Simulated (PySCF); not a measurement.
Ligand exchange on a metal centre used in film growth or etching (Hf F-H). Gas-phase values, no solvent.

The LUMO from two functionals at the same geometries (PBE-D3(BJ)/def2-SVP), both in PySCF: PBE-D3(BJ)/def2-TZVP and TPSSh-D3(BJ)/def2-TZVP. 

```tsv
species	PBE-D3(BJ)/def2-TZVP (eV)	TPSSh-D3(BJ)/def2-TZVP (eV)
0 of 4 F replaced by H	-1.71	-1.21
1 of 4 F replaced by H	-2.30	-1.76
2 of 4 F replaced by H ([Hf(F)2(H)2])	-2.94	-2.38
3 of 4 F replaced by H ([Hf(F)(H)3])	-2.92	-2.35
4 of 4 F replaced by H ([Hf(H)4])	-3.08	-2.49
```

Over these rows, drawn at random from the members with no instability flagged (it was tested for open shells, ions and some series alone), PBE minus TPSSh-D3(BJ): mean -0.56 eV, from -0.60 eV to -0.50 eV.
